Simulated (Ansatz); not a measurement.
Ag₄O⁻, relaxed as a doublet with UKS PBE-D4/def2-SVPD in Ansatz, starting from the GFN1-xTB geometry. Force threshold 0.02 eV/Å.

In the def2 sets Ag takes a core potential; there is no spin–orbit coupling. The structure comes from a short search, and lower isomers may exist.

Start:

```xyz
5

O     0.868    1.741    0.872
Ag    1.305   -0.352    0.603
Ag   -0.013   -0.984   -1.798
Ag   -0.909    1.149   -0.191
Ag   -1.251   -1.553    0.514
```

```json
{"step": "1", "energy (eV)": "-18042.7524", "largest force component (eV/Å)": "0.449", "SCF passes": "27"}
{"step": "2", "energy (eV)": "-18042.8070", "largest force component (eV/Å)": "0.128", "SCF passes": "29"}
{"step": "3", "energy (eV)": "-18042.8096", "largest force component (eV/Å)": "0.042", "SCF passes": "28"}
{"step": "4", "energy (eV)": "-18042.8109", "largest force component (eV/Å)": "0.028", "SCF passes": "29"}
{"step": "5", "energy (eV)": "-18042.8266", "largest force component (eV/Å)": "0.078", "SCF passes": "34"}
{"step": "6", "energy (eV)": "-18042.8650", "largest force component (eV/Å)": "0.087", "SCF passes": "34"}
{"step": "7", "energy (eV)": "-18042.8862", "largest force component (eV/Å)": "0.089", "SCF passes": "27"}
{"step": "8", "energy (eV)": "-18042.9130", "largest force component (eV/Å)": "0.098", "SCF passes": "27"}
{"step": "9", "energy (eV)": "-18042.9482", "largest force component (eV/Å)": "0.109", "SCF passes": "27"}
{"step": "10", "energy (eV)": "-18042.9929", "largest force component (eV/Å)": "0.116", "SCF passes": "26"}
{"step": "11", "energy (eV)": "-18043.0492", "largest force component (eV/Å)": "0.212", "SCF passes": "34"}
{"step": "12", "energy (eV)": "-18043.1181", "largest force component (eV/Å)": "0.288", "SCF passes": "34"}
{"step": "13", "energy (eV)": "-18043.2446", "largest force component (eV/Å)": "0.347", "SCF passes": "38"}
{"step": "14", "energy (eV)": "-18043.3755", "largest force component (eV/Å)": "0.359", "SCF passes": "32"}
{"step": "15", "energy (eV)": "-18043.4164", "largest force component (eV/Å)": "0.485", "SCF passes": "32"}
{"step": "16", "energy (eV)": "-18043.4456", "largest force component (eV/Å)": "0.183", "SCF passes": "33"}
{"step": "17", "energy (eV)": "-18043.4514", "largest force component (eV/Å)": "0.034", "SCF passes": "26"}
{"step": "18", "energy (eV)": "-18043.4514", "largest force component (eV/Å)": "0.014", "SCF passes": "26"}
```

Force components are those of the run's own axes.

End:

```xyz
5

O     0.888    1.813    0.890
Ag    2.020    0.458   -0.215
Ag    0.256   -1.462   -1.000
Ag   -0.741    0.572    0.564
Ag   -2.423   -1.381   -0.238
```

Bonds lost: Ag2–Ag5 (atoms count from 1). The end is the same structure that another start reached, the lowest one found.

No frequencies were taken in this run, so the end may be a saddle point.

Hardware: 4 threads of Arm Neoverse V2 on a shared host. Wall time 69 s.
